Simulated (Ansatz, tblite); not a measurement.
Removing an electron: the cluster AlB₁₂⁻. Charge -1, multiplicity 1. Geometry: PBE-D4/def2-SVP. Ansatz, gas phase; energy differences of separate SCF runs; the oxidised species was run as a doublet alone.

```xyz
13

Al   -0.2756    2.0731    1.8495
B     0.1043   -0.7761   -0.6912
B    -0.3166    2.7895    0.0030
B     0.2760   -2.0914   -1.8652
B     0.1852   -1.8974    0.9841
B     0.1416   -0.6925   -2.5148
B    -0.1152    1.0637   -0.2123
B    -0.0179   -0.0819    1.0875
B     0.2868   -2.5665   -0.3914
B     0.0708   -1.1321    2.3947
B    -0.0988    0.3371    2.7864
B    -0.2111    2.2287   -1.4168
B    -0.0296    0.7460   -2.0135
```

The xTB rows come from tblite. At PBE0-D4/def2-TZVPD a triplet of charge -1 lies 0.10 eV below the restricted singlet, each at its own geometry. The structure comes from a short search, and lower isomers may exist.

**Question.** Estimate orbital energies and vertical ionisation energies at: GFN1-xTB; GFN2-xTB; PBE-D4/def2-TZVPD; r2SCAN-D4/def2-TZVPD; PBE0-D4/def2-TZVPD.

**Answer.** 
```csv
level,−HOMO (eV),vertical IE (eV),−LUMO (eV),HOMO–LUMO gap (eV),remarks
GFN1-xTB,4.28,6.47,3.71,0.57,–
GFN2-xTB,0.53,3.28,-0.33,0.86,–
PBE-D4/def2-TZVPD,0.41,2.43,0.11,0.30,restricted SCF unstable in HF (-1 singlet)
r2SCAN-D4/def2-TZVPD,0.45,2.31,0.02,0.42,restricted SCF unstable in HF (-1 singlet)
PBE0-D4/def2-TZVPD,0.96,2.32,-0.51,1.47,restricted SCF unstable in HF (-1 singlet)
```

  Raw xTB energy differences between charge states are shifted by several eV; the methods need an empirical correction for them.
